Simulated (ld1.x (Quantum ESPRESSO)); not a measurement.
# Configuration tests for W (TM)

| Property | Result |
| --- | --- |
| Element | tungsten (W) |
| Generator | ld1.x (Quantum ESPRESSO) 7.5 |
| Type | norm-conserving Troullier–Martins (Kleinman–Bylander form) |
| Functional | LDA (PZ) |
| Relativity | scalar-relativistic |
| Frozen core | [Xe] 4f14 |
| Valence charge | 6 |
| Reference configuration | 5d4 6s1 6p1 |
| Partial waves | 6s (bound): rc 2.15 bohr; 6p (bound): rc 3.10 bohr; 5d (bound): rc 1.40 bohr |
| Local potential | the d channel |
| Core correction | none |

Energies are relative to the spin-unpolarised reference configuration 5d4 6s1 6p1; without spin polarisation the order of configurations can differ from experiment. Spin-polarised rows fill each open shell by Hund’s rule, majority spin first.

```json
{"valence configuration": "5d4 6s1 6p0", "charge": "+1", "ΔE all-electron (eV)": "4.560", "error AE − PS (meV)": "-2.7"}
{"valence configuration": "5d4 6s0 6p0", "charge": "+2", "ΔE all-electron (eV)": "20.586", "error AE − PS (meV)": "+24"}
{"valence configuration": "5d2 6s0 6p0", "charge": "+4", "ΔE all-electron (eV)": "83.833", "error AE − PS (meV)": "+253"}
{"valence configuration": "5d4 6s1.5 6p0", "charge": "+0.5", "ΔE all-electron (eV)": "-0.830", "error AE − PS (meV)": "-1.2"}
{"valence configuration": "5d4.5 6s1.5 6p0", "charge": "0", "ΔE all-electron (eV)": "-3.877", "error AE − PS (meV)": "-9.3"}
{"valence configuration": "5d3 6s2 6p0", "charge": "+1", "ΔE all-electron (eV)": "4.486", "error AE − PS (meV)": "+6.7"}
{"valence configuration": "5d4 6s1 6p1 (spin-polarised)", "charge": "0", "ΔE all-electron (eV)": "-3.513", "error AE − PS (meV)": "+2811"}
```

Task: What are ΔE and the potential's error for 5d4 6s2 6p0?

Result: ΔE = -4.574 eV all-electron; the error (AE − PS) is +4.6 meV.

Task: What are ΔE and the potential's error for 5d4 6s2 6p0 (spin-polarised)?

Result: ΔE = -6.508 eV all-electron; the error (AE − PS) is +2166 meV.

Levels in the configuration 5d4 6s1 6p1 (spin-polarised):

| level | all-electron (eV) | pseudo (eV) |
| --- | --- | --- |
| 5d up | -6.780 | -7.128 |
| 6s up | -7.604 | -7.599 |
| 6p up | -2.624 | -2.591 |

Note: ghost states, extra bound levels that the all-electron valence spectrum of the same l lacks: s at -40.4 eV, p at -7.4 eV. A true bound ghost makes a file unfit for plane-wave use.
